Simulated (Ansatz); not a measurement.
B(H2O)F3 (BOF3H2): single points at one geometry.

```yaml
crystal:
  periodic: [false, false, false]
  atoms:
    - {symbol: B, position_ang: [0.113166, -0.075884, -0.737219]}
    - {symbol: O, position_ang: [0.210379, 0.022395, 1.040720]}
    - {symbol: H, position_ang: [-0.457322, -0.599285, 1.372820]}
    - {symbol: H, position_ang: [-0.107239, 0.909518, 1.274321]}
    - {symbol: F, position_ang: [1.376902, -0.335762, -1.095175]}
    - {symbol: F, position_ang: [-0.356143, 1.167250, -1.003199]}
    - {symbol: F, position_ang: [-0.779753, -1.088232, -0.852268]}
basis:
  gaussian: {orbitals: def2-TZVP, initial_orbitals: start.molden}
hamiltonian: {xc: {name: LC-wPBE, parameters: {omega: 0.1/bohr}}}
scf: {omitted_lower_state_checks: [starts]}
output: {orbitals: {seedname: orbitals}}
```

The file start.molden holds the orbitals of an earlier run on this structure, at another level or in another basis.

```sh
$ ansatz run in.yaml --threads 4 --pin off --events-out ev --progress --plain --max-ram 3916MiB
```

It prints (some lines left out):

```
Functional definition: LC-wPBE
876 factors; their error is unknown
64 factors; integrals over basis functions are off by at most 2.7e-7 eV
mean field evaluation 1: about -10907.3266 eV, gradient 1.2e1 eV
mean field evaluation 2: about -10907.4659 eV, gradient 1.4e-1 eV
mean field evaluation 4: about -10907.4550 eV, gradient 2.1e-4 eV
mean field -10907.45495793 eV, -400.8415763654 hartree, gradient 2.0e-5 eV, S^2 0.000000; 0 other end points of the search recorded, 0 dependent functions left out
reference -10907.45495805 eV, -400.8415763698 hartree; 21, 21 occupied and 146, 146 virtual orbitals, 876 factors
Total energy: -10907.45495805 eV, -400.8415763698 hartree
Checks for a lower state left out: starts
```

Run time 1.2 s (4 threads of Arm Neoverse V2 on a shared host).

The first input with `hamiltonian: {xc: {name: B97M-V}}` (abridged; 2.8 s):

```
Functional definition: B97M-V
mean field -10913.44457629 eV, -401.0616907804 hartree, gradient 7.3e-6 eV, S^2 0.000000
Total energy: -10913.44463025 eV, -401.0616927633 hartree
Checks for a lower state left out: starts
```

As the first input, with `gaussian: {orbitals: def2-TZVPP, initial_orbitals: start.molden}`, `correlation: {method: ccsd_t}` and without the key `hamiltonian` (abridged; 39 s):

```
Functional definition: HF
mean field -10868.56414956 eV, -399.4123655190 hartree, gradient 4.2e-6 eV, S^2 0.000000
5 core orbitals not correlated: weight in the atoms' cores, before any rotation towards them, 1.000 or more for the frozen orbitals, at most 0.000 for the correlated occupied ones
second order -30.02987494 eV of doubles, -0.00000000 eV of singles
cycle   1  -29.58794116 eV  change    4.4e-1 eV  update   9.7e-2
cycle   2  -30.11719294 eV  change   -5.3e-1 eV  update   2.5e-2
cycle   3  -30.23204442 eV  change   -1.1e-1 eV  update   1.2e-2
cycle   4  -30.21476215 eV  change    1.7e-2 eV  update   2.2e-3
cycle   5  -30.21308145 eV  change    1.7e-3 eV  update   9.3e-4
cycle   6  -30.21395974 eV  change   -8.8e-4 eV  update   2.5e-4
cycle   7  -30.21390337 eV  change    5.6e-5 eV  update   8.8e-5
cycle   8  -30.21383094 eV  change    7.2e-5 eV  update   2.6e-5
cycle   9  -30.21382380 eV  change    7.1e-6 eV  update   9.0e-6
perturbative correction -0.88363697 eV, -0.0324730598 hartree
Total energy: -10899.66161034 eV, -400.5551761240 hartree
Checks for a lower state left out: starts
```

The first input with `hamiltonian: {xc: hse06, dispersion: d4}` (abridged; 1.1 s):

```
Functional definition: HSE06
mean field -10905.40242504 eV, -400.7661471729 hartree, gradient 7.5e-5 eV, S^2 0.000000
Total energy: -10905.46706562 eV, -400.7685226703 hartree
Checks for a lower state left out: starts
```

The first input with `gaussian: {orbitals: def2-TZVPD, initial_orbitals: start.molden}`, `hamiltonian: {xc: pbe0, dispersion: d4}` (abridged; 1.6 s):

```
Functional definition: PBE0
mean field -10905.92574936 eV, -400.7853789872 hartree, gradient 1.1e-5 eV, S^2 0.000000
Total energy: -10905.99658401 eV, -400.7879821122 hartree
Checks for a lower state left out: starts
```

The first input with `hamiltonian: {xc: {name: BHLYP}, dispersion: d4}` (abridged; 1.1 s):

```
Functional definition: BHLYP
mean field -10912.59016130 eV, -401.0302916083 hartree, gradient 2.4e-5 eV, S^2 0.000000
Total energy: -10912.68124954 eV, -401.0336390398 hartree
Checks for a lower state left out: starts
```

First input, but with `gaussian: {orbitals: def2-TZVPD, initial_orbitals: start.molden}`, `hamiltonian: {xc: pbe, dispersion: d4}` (abridged; 1.2 s):

```
Functional definition: PBE
mean field -10905.76860998 eV, -400.7796042212 hartree, gradient 1.4e-5 eV, S^2 0.000000
Total energy: -10905.85502351 eV, -400.7827798601 hartree
Checks for a lower state left out: starts
```

Geometry: r2SCAN-D4/def2-SVP.

HSE06 is defined as in plane-wave codes, on full-range PBE exchange. Correlated methods freeze 5 core orbitals.
